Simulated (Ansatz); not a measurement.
Frontier orbitals of FH5O2Si2, SMILES `O[SiH](O)[SiH2]F`.

Charge 0, multiplicity 1. Geometry: relaxed with PBE0-D4/def2-TZVP. It is one conformer, not always the lowest. Basis def2-TZVPP, Ansatz.

Orbital energies of one run (eV). Highest occupied ones, from the top: -7.58, -9.01, -9.21, -9.26, -10.52, -10.93, -11.40, -12.13, -12.27, -12.28, -14.53, -15.02, -16.14, -27.70. Empty: -1.23, -0.32, 0.80, 1.03, 1.47, 1.66.

Q: Which functional gave them?
A. B97M-V
B. ωB97X-V
C. ωB97M-V
D. HSE06 (plane-wave form)

A: D. HOMO energies: HSE06 -7.58, ωB97M-V -10.06, ωB97X-V -10.29, B97M-V -7.09 eV.
